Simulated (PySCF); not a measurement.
**Electron correlation in Sc⁺ (scandium, charge +1)**

[Ar] 3d1 4s1, high-spin 3D determinant. Calculation: PySCF 2.14, in cc-pVDZ-DK (6s5p3d1f, 43 functions); the spin-free X2C one-electron Hamiltonian (Gaussian nucleus). Frozen: [Ar]; 2 electrons correlated.

Total MP2 correlation energy: -2.43 mhartree.

Same-spin part -2.43 and opposite-spin part 0.00 mhartree; SCS-MP2 scales them by 1/3 and 6/5 to -0.81 mhartree.
